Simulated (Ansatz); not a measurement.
Worked example: Ge(CH3)4 + ICl → Ge(CH3)3Cl + CH3I

Species: Ge(CH3)4 (tetramethylgermane), singlet; ICl (iodine monochloride), singlet; Ge(CH3)3Cl (chlorotrimethylgermane), singlet; CH3I (methyl iodide) `CI`, singlet. The partners trade CH3 for Cl: Ge–CH3 and I–Cl bonds give way to Ge–Cl and I–CH3.

Shapes, held fixed at every level: PBE0-D4/def2-TZVP. Programs: Ansatz 0.2.0. Electronic energies: no zero-point or thermal term.

At CCSD(T)/def2-TZVPP; 1 Eh = 2625.50 kJ/mol:

| species | energy (Eh) |
| --- | --- |
| Ge(CH3)4 | -2234.996791 |
| ICl | -756.856014 |
| Ge(CH3)3Cl | -2654.930866 |
| CH3I | -336.975382 |

Question: Work out ΔE of the reaction at this level.

Answer: 
1. Products less reactants: (-2654.930866) + (-336.975382) − [(-2234.996791) + (-756.856014)] = -0.053443 Eh = -140.3 kJ/mol.

Other levels give -160.5 (HF/def2-SVP) to -127.1 kJ/mol (PBE-D4/def2-TZVPP). No measured value is set beside it here. For atoms past krypton def2 sets carry core potentials with scalar relativity. Relativity is left out for Ge. Outer-core shells of Ge, I are correlated, in sets that cover them unevenly.
